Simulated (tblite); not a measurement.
C₇H₁₃ (doublet state).
Structure used (GFN2-xTB), in Å, numbered top down from 1:
```xyz
20
C7H13 angstrom
C      0.9889   -0.3820    1.6926
C      0.6134   -0.1471    0.2877
C      1.8380   -0.2479   -0.6228
C     -0.0676    1.2523    0.1285
C     -1.3280    1.0156   -0.6972
C     -1.7912   -0.3573   -0.2265
C     -0.4912   -1.1522   -0.1645
H      0.2258   -0.4400    2.4455
H      2.0137   -0.4634    1.9966
H      2.6088    0.4487   -0.2996
H      1.5701   -0.0136   -1.6508
H      2.2509   -1.2542   -0.5922
H     -0.3371    1.6402    1.1119
H      0.6132    1.9624   -0.3380
H     -1.0825    0.9778   -1.7599
H     -2.0762    1.7926   -0.5432
H     -2.2344   -0.2767    0.7674
H     -2.5224   -0.8117   -0.8946
H     -0.5554   -2.0031    0.5130
H     -0.2419   -1.5296   -1.1569
```

All values are computed: GFN2-xTB (tblite) harmonic vibrations without scaling, gas phase. The method is semi-empirical: single wavenumbers can be off by several per cent or more. One conformer, not necessarily the lowest. Open shells enter through the occupations alone, without spin polarisation, and single modes of such species can be off by tens of per cent.

Harmonic wavenumbers (cm⁻¹): 36.2, 81.6, 226.9, 259.9, 325.1, 340.0, 393.1, 419.7, 492.0, 555.7, 559.0, 767.5, 851.2, 862.0, 907.4, 920.6, 940.5, 981.0, 990.3, 1036.7, 1059.0, 1062.5, 1095.8, 1132.6, 1147.0, 1200.8, 1218.7, 1227.0, 1273.5, 1298.4, 1306.7, 1322.1, 1325.5, 1398.9, 1410.7, 1482.0, 1482.7, 1488.5, 1502.3, 1506.4, 1510.2, 2971.8, 2976.7, 2983.9, 2994.0, 2997.4, 3001.4, 3005.2, 3009.2, 3026.8, 3027.2, 3034.0, 3127.4, 3170.5.

A = 3971, B = 2255, C = 2115 MHz; mass 97.102 u (most abundant isotopes); point group C1, symmetry number 1; spin multiplicity 2.

Question: Zero-point energy?

Answer: Half the sum of the wavenumbers: 39362 cm⁻¹ = 112.54 kcal/mol.

Question: Give the ideal-gas entropy at 298.15 K and 1 bar in the rigid-rotor, harmonic-oscillator model (classical rotation).

Answer: Translation 39.66, rotation 27.23, vibration 20.89, spin (R ln 2) 1.38: S = 89.2 cal/(mol K).

Question: And Cp and H(298.15 K) − H(0)?

Answer: Cp = 32.84 cal/(mol K), of which vibrations give 24.89 (their classical limit is 54 R = 107.3); H(298.15 K) − H(0) = 5.72 kcal/mol without the zero-point energy, 3.35 from vibrations.

Question: How do the functions run with temperature in this model?

Answer: 
| T (K) | S (cal/(mol K)) | Cp (cal/(mol K)) | H − H(0) (kcal/mol) | G − H(0) (kcal/mol) | ln q(vib) |
| --- | --- | --- | --- | --- | --- |
| 50 | 56.8 | 11.3 | 0.48 | -2.36 | 0.54 |
| 100 | 65.5 | 14.6 | 1.12 | -5.43 | 1.36 |
| 373.15 | 97.4 | 40.9 | 8.49 | -27.86 | 6.31 |
| 500 | 111.1 | 53.1 | 14.47 | -41.08 | 8.93 |
| 750 | 136.3 | 70.8 | 30.13 | -72.07 | 14.31 |
| 1000 | 158.3 | 82.5 | 49.39 | -108.96 | 19.64 |

q(vib) and H(0) count from the zero-point level.

Question: Which modes carry the vibrational entropy at 298.15 K?

Answer: 36.2 cm⁻¹: 5.46; 81.6 cm⁻¹: 3.85; 226.9 cm⁻¹: 1.90; 259.9 cm⁻¹: 1.66; 325.1 cm⁻¹: 1.28; 340.0 cm⁻¹: 1.21 cal/(mol K); the other 48 give 5.52 together.

Question: What must be added to the electronic energy to get the Gibbs energy at 298.15 K and 1 bar?

Answer: ZPE + [H(298.15 K) − H(0)] − T·S = 112.54 + 5.72 − 26.58 = 91.68 kcal/mol.

Question: Blend soft modes into free rotors: weight 1/[1 + (100 cm⁻¹/ν̃)⁴] for the oscillator and the rest for a rotor with moment μB/(μ + B), μ = h/(8π²ν), B = 10⁻⁴⁴ kg m². What vibrational entropy results?

Answer: 18.80 cal/(mol K) in place of 20.89, which changes −T·S at 298.15 K by +0.62 kcal/mol.

Hindered rotation and anharmonicity are outside this model. Other conformers, if any are populated, would add a mixing term that is left out. The structure is chiral; the term R ln 2 for an equal mix with its mirror image is left out.

The run took 0.61 s on Arm Neoverse V1, one thread, no GPU, shared host with 32 logical CPUs at a one-minute load of 14. This covers the Hessian and the dipole derivatives.
